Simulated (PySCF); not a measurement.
Geometry (Å), atoms numbered from 1 in this order:
```xyz
18

C     2.604    0.649   -0.759
O     1.782    0.006    0.169
C     0.509   -0.261   -0.308
C    -0.406   -0.953    0.705
C    -1.560   -0.036    0.215
C    -2.437   -0.716   -0.786
O    -2.475   -0.573   -1.962
F    -3.240   -1.607   -0.183
C    -0.512    0.897   -0.412
H     2.737    0.047   -1.679
H     3.587    0.798   -0.292
H     2.205    1.639   -1.056
H     0.554   -0.822   -1.264
H    -0.540   -2.042    0.643
H    -0.100   -0.681    1.725
H    -2.208    0.372    1.006
H    -0.239    1.705    0.282
H    -0.746    1.306   -1.404
```

Geometry: PBE0-D3(BJ)/def2-SVP; GIAO absolute shieldings from PySCF, gas phase, non-relativistic, averaged over equivalent atoms.

At B3LYP/pcSseg-1 (198 basis functions, 29 s wall time on 1 thread of an Arm Neoverse V1, shared host):
| atoms | σ (ppm) |
| --- | --- |
| C6 | 4.0 |
| C3 | 104.8 |
| C1 | 122.8 |
| C4/C9 | 144.1 |
| C5 | 148.0 |
| O7 | -118.8 |
| O2 | 275.2 |
| F8 | 133.5 |
| H13 | 27.74 |
| H10/H11/H12 | 28.18 |
| H16 | 28.73 |
| H14/H18 | 28.89 |
| H15/H17 | 29.39 |

Question: Estimate the result of repeating the calculation with PBE0/pcSseg-1.

Answer: 
```json
{"atoms": "C6", "σ at PBE0/pcSseg-1": "10.3", "change": "+6.3"}
{"atoms": "C3", "σ at PBE0/pcSseg-1": "112.1", "change": "+7.3"}
{"atoms": "C1", "σ at PBE0/pcSseg-1": "129.0", "change": "+6.2"}
{"atoms": "C4/C9", "σ at PBE0/pcSseg-1": "150.5", "change": "+6.4"}
{"atoms": "C5", "σ at PBE0/pcSseg-1": "154.3", "change": "+6.3"}
{"atoms": "O7", "σ at PBE0/pcSseg-1": "-115.2", "change": "+3.6"}
{"atoms": "O2", "σ at PBE0/pcSseg-1": "283.8", "change": "+8.6"}
{"atoms": "F8", "σ at PBE0/pcSseg-1": "136.7", "change": "+3.2"}
{"atoms": "H13", "σ at PBE0/pcSseg-1": "27.62", "change": "-0.12"}
{"atoms": "H10/H11/H12", "σ at PBE0/pcSseg-1": "28.11", "change": "-0.07"}
{"atoms": "H16", "σ at PBE0/pcSseg-1": "28.62", "change": "-0.11"}
{"atoms": "H14/H18", "σ at PBE0/pcSseg-1": "28.78", "change": "-0.11"}
{"atoms": "H15/H17", "σ at PBE0/pcSseg-1": "29.23", "change": "-0.16"}
```

The largest change is at O2 (ether oxygen). Cost: 198 basis functions, 39 s wall time on 1 thread of an Arm Neoverse V1, shared host. The order of the carbon signals is the same at both levels.
